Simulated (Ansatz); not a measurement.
Steps of a relaxation of C₃H₆BF, SMILES `B/C=C/CF` with RKS PBE0-D4/def2-TZVP.

```sh
$ ansatz run in.yaml --threads 4 --pin off --events-out ev --progress --plain --max-ram 10444MiB
```

```yaml
crystal:
  periodic: [false, false, false]
  atoms:
    - {symbol: B, position_ang: [-0.669526, 1.686962, 1.167519]}
    - {symbol: C, position_ang: [-0.630344, 0.546659, 0.135163]}
    - {symbol: C, position_ang: [0.457495, -0.263859, 0.025272]}
    - {symbol: C, position_ang: [0.599953, -1.398551, -0.932169]}
    - {symbol: F, position_ang: [-0.509050, -1.568716, -1.732692]}
    - {symbol: H, position_ang: [0.299151, 1.866392, 1.888728]}
    - {symbol: H, position_ang: [-1.637757, 2.416558, 1.281963]}
    - {symbol: H, position_ang: [-1.468070, 0.334585, -0.552835]}
    - {symbol: H, position_ang: [1.332518, -0.102180, 0.683610]}
    - {symbol: H, position_ang: [0.793760, -2.343052, -0.366326]}
    - {symbol: H, position_ang: [1.497370, -1.231896, -1.577533]}
basis:
  gaussian: {orbitals: def2-TZVP}
hamiltonian: {xc: pbe0, dispersion: d4}
relax: {f_tol: 0.005, max_steps: 150}
```

Positions (Å) and forces (eV/Å) along the path, 6 of 6 steps:

```xyz
11
step=1 energy=-6595.7855 eV
B    -0.670    1.687    1.168    0.062    0.109    0.108
C    -0.630    0.547    0.135    0.415   -0.559   -0.277
C     0.457   -0.264    0.025   -0.506    0.522    0.188
C     0.600   -1.399   -0.932    0.508   -0.175    0.129
F    -0.509   -1.569   -1.733    0.356    0.037    0.240
H     0.299    1.866    1.889   -0.380   -0.080   -0.281
H    -1.638    2.417    1.282    0.383   -0.296   -0.046
H    -1.468    0.335   -0.553    0.408    0.131    0.375
H     1.333   -0.102    0.684   -0.460   -0.096   -0.350
H     0.794   -2.343   -0.366   -0.223    0.475   -0.337
H     1.497   -1.232   -1.578   -0.562   -0.068    0.251
11
step=2 energy=-6595.8350 eV
B    -0.659    1.678    1.157   -0.012    0.014    0.072
C    -0.629    0.542    0.131    0.081   -0.177   -0.098
C     0.448   -0.258    0.026   -0.082    0.116    0.053
C     0.605   -1.389   -0.922    0.180   -0.062    0.066
F    -0.496   -1.562   -1.724    0.050   -0.006    0.024
H     0.297    1.847    1.871   -0.100   -0.018   -0.096
H    -1.615    2.397    1.275    0.114   -0.065   -0.017
H    -1.464    0.330   -0.541    0.110    0.072    0.101
H     1.309   -0.095    0.681   -0.114   -0.016   -0.100
H     0.784   -2.325   -0.365   -0.056    0.160   -0.102
H     1.486   -1.221   -1.567   -0.171   -0.018    0.098
11
step=3 energy=-6595.8375 eV
B    -0.663    1.661    1.166    0.056    0.101   -0.107
C    -0.632    0.538    0.130   -0.013    0.009   -0.027
C     0.443   -0.255    0.025    0.014   -0.022   -0.001
C     0.606   -1.388   -0.916    0.026    0.035   -0.003
F    -0.493   -1.570   -1.717   -0.026   -0.007   -0.021
H     0.297    1.835    1.862   -0.007   -0.035    0.043
H    -1.603    2.393    1.275   -0.026   -0.024    0.039
H    -1.456    0.346   -0.553   -0.039   -0.026    0.039
H     1.303   -0.085    0.671   -0.003   -0.021    0.038
H     0.785   -2.316   -0.360    0.001   -0.010    0.016
H     1.477   -1.217   -1.561    0.020   -0.001   -0.016
11
step=4 energy=-6595.8392 eV
B    -0.656    1.672    1.154   -0.019   -0.023    0.018
C    -0.634    0.537    0.130   -0.021    0.010   -0.007
C     0.441   -0.257    0.026    0.016   -0.019   -0.008
C     0.608   -1.385   -0.918   -0.005    0.009    0.018
F    -0.488   -1.565   -1.724   -0.024   -0.005   -0.018
H     0.299    1.836    1.859    0.020    0.005    0.004
H    -1.601    2.394    1.274   -0.006    0.019   -0.003
H    -1.466    0.333   -0.538   -0.012    0.011   -0.011
H     1.297   -0.092    0.679    0.020    0.012    0.006
H     0.783   -2.315   -0.364    0.008   -0.026    0.015
H     1.482   -1.214   -1.559    0.023    0.007   -0.013
11
step=5 energy=-6595.8394 eV
B    -0.657    1.670    1.156   -0.003    0.002    0.000
C    -0.634    0.538    0.129   -0.003   -0.008   -0.007
C     0.442   -0.256    0.025    0.000   -0.001   -0.002
C     0.607   -1.386   -0.918    0.011    0.004    0.011
F    -0.489   -1.567   -1.723   -0.009   -0.003   -0.007
H     0.299    1.835    1.861    0.002   -0.004    0.000
H    -1.602    2.395    1.276    0.001    0.003    0.003
H    -1.466    0.336   -0.541   -0.003    0.006    0.002
H     1.299   -0.090    0.677    0.000    0.003    0.001
H     0.784   -2.317   -0.362    0.000   -0.001    0.001
H     1.482   -1.215   -1.559    0.002    0.001   -0.001
11
step=6 energy=-6595.8394 eV
B    -0.657    1.670    1.156    0.002   -0.004   -0.002
C    -0.636    0.538    0.128   -0.001    0.002    0.001
C     0.440   -0.255    0.024   -0.002    0.001    0.000
C     0.608   -1.386   -0.918    0.001    0.000    0.001
F    -0.487   -1.570   -1.724   -0.001    0.000   -0.001
H     0.301    1.829    1.860    0.000    0.000    0.000
H    -1.599    2.397    1.278   -0.002    0.002    0.001
H    -1.469    0.338   -0.541    0.002   -0.001    0.001
H     1.296   -0.087    0.677   -0.002    0.000   -0.001
H     0.786   -2.316   -0.360    0.000    0.000    0.000
H     1.483   -1.214   -1.558    0.000    0.000    0.000
```

Run time 17 s (4 threads of an Arm Neoverse V1 on a shared host); peak host memory 0.43 GiB.
